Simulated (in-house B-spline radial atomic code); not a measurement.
How numerical settings move a run on Ho⁺, [Xe] 4f11 6s1. Computed with a B-spline radial code for spherical atoms: scalar-relativistic (X2C) M06-2X, spherical fractional occupations, Fermi nucleus of rms radius 5.2022 fm.

Command:
```bash
python run_scf.py task.json out
```
Settings of the sound reference run:
```
Z                67
electrons        66
configuration    [Xe] 4f11 6s1
hamiltonian      x2c
method           m062x
spin_polarised   False
nucleus          fermi
rms_radius       5.2022
mass_number      165
atomic_mass      164.9303
speed_of_light   137.036
knot_spacing     0.22
spline_order     8
gauss_points     12
box_radius       35.29
max_iterations   70
damping          0.5
damped_steps     3
diis_vectors     10
tolerance        1e-08
start            Thomas-Fermi
```

Run time, properties included: 0.82 s on 1 thread of Arm Neoverse N1 (shared host).

It converges in 15 iterations to -12616.177239 hartree, with 6s at -9.44621 eV. The other runs change the listed settings, some to values that make no sense; their results aren't properties of the atom or ion. Radii are in bohr (the nuclear one in fm), a minus after a letter asks for a j subshell, and «unchanged» means within 1e-8 hartree. The run stops when the residual is below 10 × tolerance × max(1, Z/10), or a noise floor if that is larger, and the energy moves by less than 1e-8 × √|E| hartree; so very loose and very tight tolerances often act alike.

| changed settings | outcome |
| --- | --- |
| damped_steps = 30 | converged in 20 iterations, energy unchanged, 6s level +3.5e-06 eV (the program warns: states collapsed into the nucleus by a negative tau potential were left out of the aufbau) |
| gauss_points = 8, box_radius = 3.53, max_iterations = 100, damped_steps = 8, diis_vectors = 2 | converged in 29 iterations, energy +7.68e-01 hartree from the reference, 6s level +2.0e+01 eV (the program warns: 6s has a positive eigenvalue: unbound, held by the box; states collapsed into the nucleus by a negative tau potential were left out of the aufbau) |
| start = bare nucleus | converged in 15 iterations, energy unchanged (the program warns: states collapsed into the nucleus by a negative tau potential were left out of the aufbau) |
| damped_steps = 8 | converged in 14 iterations, energy unchanged, 6s level +6.4e-07 eV (the program warns: states collapsed into the nucleus by a negative tau potential were left out of the aufbau) |
| box_radius = 17.64, max_iterations = 60, tolerance = 1e-10 | converged in 13 iterations, energy -5.77e-07 hartree from the reference, 6s level -1.1e-04 eV (the program warns: 6s reaches the box edge; states collapsed into the nucleus by a negative tau potential were left out of the aufbau) |
| tolerance = 1e-06 | converged in 8 iterations, energy +2.20e-08 hartree from the reference, 6s level +1.0e-04 eV (the program warns: states collapsed into the nucleus by a negative tau potential were left out of the aufbau) |

Problem. What happens with tolerance = 1e-13?

Solution. Converged in 16 iterations, energy unchanged (the program warns: states collapsed into the nucleus by a negative tau potential were left out of the aufbau).

Problem. What happens with gauss_points = 4, max_iterations = 75, damped_steps = 8, tolerance = 1e-10?

Solution. Converged in 15 iterations, energy -5.88e-06 hartree from the reference, 6s level -2.1e-05 eV.

Problem. What happens with hamiltonian = dirac, method = hf, spin_polarised = True?

Solution. Stopped with error: spin polarisation is not served with the Dirac Hamiltonian.

Problem. What happens with gauss_points = 16, box_radius = 2.12, first_knot = 0.0149, max_iterations = 8?

Solution. Converged in 8 iterations, energy +1.04e+01 hartree from the reference, 6s level +1.4e+02 eV (the program warns: 6s has a positive eigenvalue: unbound, held by the box; 5p has a positive eigenvalue: unbound, held by the box).
